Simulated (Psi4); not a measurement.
stibine (H$_{3}$Sb), singlet, at a GFN2-xTB geometry (core potentials on Sb); HF/def2-TZVP (Psi4).

Input for Psi4:
```
memory 2 GB

molecule {
0 1
  Sb   -0.00127204   -0.00020328    0.05505928
  H    -0.86470800   -1.02953603   -0.96029863
  H    -0.42963901    1.28781420   -0.94169143
  H     1.35922110   -0.24791083   -0.90603314
}

set basis def2-tzvp
set df_basis_scf cc-pvtz-jkfit

energy('scf')
print_variables()
```

What the program printed (banner, timings and long lists left out):

```
   => Loading Basis Set <=

    Name: DEF2-TZVP
    Role: ORBITAL
    Keyword: BASIS

    !!!  WARNING: ECP capability is in beta. Please check occupations closely.  !!!

         ---------------------------------------------------------
                                   SCF
               by Justin Turney, Rob Parrish, Andy Simmonett
                          and Daniel G. A. Smith
                              RHF Reference
         ---------------------------------------------------------

  ==> Geometry <==

    Molecular point group: c1
    Full point group: C1

    Geometry (in Angstrom), charge = 0, multiplicity = 1:

       Center              X                  Y                   Z               Mass
    ------------   -----------------  -----------------  -----------------  -----------------
         SB          -0.000558615578    -0.000089270709     0.024179230452   120.903812000000
         H           -0.863994575578    -1.029422020709    -0.991178679548     1.007825032230
         H           -0.428925585578     1.287928209291    -0.972571479548     1.007825032230
         H            1.359934524422    -0.247796820709    -0.936913189548     1.007825032230

  Running in c1 symmetry.

  Rotational constants: A =      3.00855  B =      2.95724  C =      2.95724 [cm^-1]
  Rotational constants: A =  90193.93068  B =  88655.87682  C =  88655.87646 [MHz]
  Nuclear repulsion =   22.355170429732468

  Charge       = 0
  Multiplicity = 1
  Electrons    = 26
  Nalpha       = 13
  Nbeta        = 13

  ==> Algorithm <==

  SCF Algorithm Type is DF.
  DIIS enabled.
  MOM disabled.
  Fractional occupation disabled.
  Guess Type is SAD.
  Energy threshold   = 1.00e-06
  Density threshold  = 1.00e-06
  Integral threshold = 1.00e-12

  ==> Primary Basis <==

  Basis Set: DEF2-TZVP
    Blend: DEF2-TZVP
    Number of shells: 28
    Number of basis functions: 68
    Number of Cartesian functions: 77
    Spherical Harmonics?: true
    Max angular momentum: 3

  Core potential: DEF2-TZVP
    Number of shells: 4
    Number of ECP primitives: 18
    Number of ECP core electrons: 28
    Max angular momentum: 3

Traceback (most recent call last):
  File "psi4", line 375, in <module>
  File "<string>", line 25, in <module>
  File "site-packages/psi4/driver/driver.py", line 533, in energy
  File "site-packages/psi4/driver/procrouting/proc.py", line 2760, in run_scf
  File "site-packages/psi4/driver/procrouting/proc.py", line 1939, in scf_helper
  File "site-packages/psi4/driver/procrouting/proc.py", line 1462, in scf_wavefunction_factory
  File "site-packages/psi4/driver/p4util/python_helpers.py", line 169, in _pybuild_basis
  File "site-packages/psi4/driver/qcdb/libmintsbasisset.py", line 722, in pyconstruct
  File "site-packages/psi4/driver/qcdb/libmintsbasisset.py", line 976, in construct

psi4.driver.qcdb.exceptions.BasisSetNotFound: BasisSet::construct: Unable to find a basis set for atom 1 for key JKFIT among:
  Shell Entries: ['SB']
  Basis Sets: [('CC-PVTZ-JKFIT', 'CC-PVTZ-JKFIT', None)]
  File Path: tmpov_gc4gq, tmpov_gc4gq, basis
  Input Blocks:

Printing out the relevant lines from the Psithon --> Python processed input file:
      H     1.35922110   -0.24791083   -0.90603314
    """)
    core.IO.set_default_namespace("")
    core.set_global_option("BASIS", "def2-tzvp")
    core.set_global_option("DF_BASIS_SCF", "cc-pvtz-jkfit")
--> energy('scf')
    print_variables()

!----------------------------------------------------------------------------------!
!                                                                                  !
!  BasisSet::construct: Unable to find a basis set for atom 1 for key JKFIT among: !
!   Shell Entries: ['SB']                                                          !
!   Basis Sets: [('CC-PVTZ-JKFIT', 'CC-PVTZ-JKFIT', None)]                         !
!   File Path: tmpov_gc4gq, !
!     tmpov_gc4gq,          !
!     basis                                          !
!   Input Blocks:                                                                  !
!                                                                                  !
!----------------------------------------------------------------------------------!

QcdbException BasisSetNotFound: BasisSet::construct: Unable to find a basis set for atom 1 for key JKFIT among:
  Shell Entries: ['SB']
  Basis Sets: [('CC-PVTZ-JKFIT', 'CC-PVTZ-JKFIT', None)]
  File Path: tmpov_gc4gq, tmpov_gc4gq, basis
  Input Blocks:
```

The program refused the input.
